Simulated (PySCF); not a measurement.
CH₅F₃Si₂, SMILES C[Si@H](F)[SiH](F)F. Atoms are numbered in the order given.

```xyz
11

C     -2.2005     0.8833    -0.6839
Si    -0.9706    -0.5008    -0.3912
F     -1.5708    -1.5565     0.7251
Si     1.0432     0.3684     0.4607
F      1.4777     1.5741    -0.5628
F      2.2297    -0.7559     0.4148
H     -3.1462     0.4922    -1.1105
H     -2.4366     1.4206     0.2564
H     -1.7702     1.6135    -1.4006
H     -0.7023    -1.2665    -1.6575
H      1.0134     0.9387     1.8486
```
Charge 0, spin multiplicity 1.

Coordinates come from a PBE-D3(BJ)/def2-SVP optimisation. The structure was generated by enumeration; whether it is a known compound was not checked. One conformer was computed; it need not be the lowest.

Two levels are set side by side: PBE/pcSseg-1 (PySCF) and B3LYP/pcSseg-1 (PySCF). GIAO shifts against CFCl3 (¹⁹F), TMS (²⁹Si), TMS (¹H), TMS (¹³C) at the same level; non-relativistic, no solvent, atoms listed together averaged. Differences are taken from unrounded values.

```json
[
 {"quantity": "δ(¹³C) of C1 (ppm)", "B3LYP": "2.3", "PBE": "2.6", "PBE minus B3LYP": "0.3"},
 {"quantity": "δ(²⁹Si) of Si2 (ppm)", "B3LYP": "17.3", "PBE": "21.5", "PBE minus B3LYP": "4.3"},
 {"quantity": "δ(¹⁹F) of F3 (ppm)", "B3LYP": "-235.2", "PBE": "-256.2", "PBE minus B3LYP": "-21.0"},
 {"quantity": "δ(²⁹Si) of Si4 (ppm)", "B3LYP": "5.4", "PBE": "12.8", "PBE minus B3LYP": "7.4"},
 {"quantity": "δ(¹H) of H10 (ppm)", "B3LYP": "5.74", "PBE": "6.06", "PBE minus B3LYP": "0.33"},
 {"quantity": "δ(¹H) of H11 (ppm)", "B3LYP": "5.90", "PBE": "6.27", "PBE minus B3LYP": "0.37"}
]
```

Rough cost on one machine, each run with all the roots and properties that it gave: B3LYP against PBE within a factor of 2.
